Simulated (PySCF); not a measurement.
## Correlation energy of Hg (mercury, neutral)

[Xe] 4f14 5d10 6s1 6p1, high-spin 3P determinant (an excited configuration). All numbers are calculated (PySCF 2.14, scalar relativity by spin-free X2C-1e, in x2c-TZVPPall with one added diffuse shell each of s, p, d, f type (12s8p8d4f1g, 113 functions)). Frozen: [Kr] 4d10 4f14; 20 electrons correlated.

MP2 pair energies summed by pair of shells (mhartree):

```
 pair   energy  share (%)
5d-5d  -303.47       51.5
5p-5d  -137.74       23.4
5d-6s   -42.81        7.3
5p-5p   -34.16        5.8
5s-5d   -24.64        4.2
5d-6p   -17.70        3.0
5s-5p   -16.42        2.8
5p-6s    -4.93        0.8
5s-5s    -2.76        0.5
6s-6p    -2.06        0.3
5p-6p    -1.50        0.3
5s-6s    -0.38        0.1
5s-6p    -0.12        0.0
```

Total MP2 correlation energy: -588.69 mhartree.

Same-spin part -203.44 and opposite-spin part -385.25 mhartree; SCS-MP2 scales them by 1/3 and 6/5 to -530.11 mhartree.

This basis was not built for core-valence correlation, so the inner-shell part is incomplete.
